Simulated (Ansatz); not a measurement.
System: sum formula SiHBr, net charge 0, singlet state. 
Structure (B3LYP-D3(BJ)/def2-TZVP (Ansatz, a quantum-chemistry and plane-wave program) minimum search):
```
Si
H 1 1.5241
Br 1 2.2668 2 94.17
```

Property: vertical triplet-singlet gap (E(triplet) - E(singlet); each state is the SCF solution reached for its spin; for the singlet the Hartree-Fock reference is unstable and T1 is 0.015), in kcal/mol. Correlated levels leave the core frozen unless marked. Open shells are spin-unrestricted. Spin-orbit coupling is left out. Frozen are the shells of the preceding noble gas and the d and f shells that filled before the atom's block. No relativistic terms. Basis-set limits of correlation are two-point, X^-3; Hartree-Fock from the larger set.

CCSD(T)/CBS(def2-TZVPPD,def2-QZVPPD) (Ansatz) gives 38.5 kcal/mol.

Task: Another calculation gave 37.6 kcal/mol. Which level was it?
A) B3LYP/def2-TZVPD (Ansatz)
B) wB97M-V/def2-TZVPD (Ansatz)
C) r2SCAN/def2-TZVPD (Ansatz)
D) PBE/def2-TZVPD (Ansatz)

Result: A, B3LYP/def2-TZVPD (Ansatz). The others give 33.5 (PBE), 29.2 (r2SCAN), 42.2 (wB97M-V) kcal/mol.
